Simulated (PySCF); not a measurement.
HMoO3, SMILES [Mo](=[O])([OH])=[O] (connectivity only; charge and spin as stated), neutral, multiplicity 2. Atoms are numbered in the order given.

```xyz
5

Mo     0.0000     0.0000     0.0417
O      0.0000     1.4151     0.9740
O      0.0000    -1.4151     0.9740
O      0.0000     0.0000    -1.8191
H      0.0000     0.0000    -2.7807
```
Charge 0, spin multiplicity 2.

The structure is a stationary point at B3LYP-D3(BJ)/def2-SVP. The geometry has at least one imaginary mode, so it is a saddle point at that level. The multiplicity is an assumed one; other spin states were not compared. The isomer is the one that the SMILES or the coordinates give; other isomers of the formula were not compared. The def2 effective core potentials stand for the cores of Mo; spin–orbit coupling is left out. The values are those of a single conformer.

Computed with PBE/def2-TZVPD in PySCF.

The molecule is in vacuum.

Computed frontier levels, dipole moment and polarisability:
```yaml
"α spin, highest occupied and lowest empty level": -5.90 and -4.00 eV
"β spin, highest occupied and lowest empty level": -7.52 and -4.46 eV
dipole_moment: 3.84 D
quadrupole, principal values (traceless, Buckingham form, about the centre of nuclear charge): -8.99, 2.75, 6.24 D·Å
mean_static_polarisability: 51.5 bohr³ (7.64 Å³)
polarisability_principal_values: 42.7, 53.8, 58.2 bohr³
"⟨S²⟩": 0.756 (pure state 0.75)
```
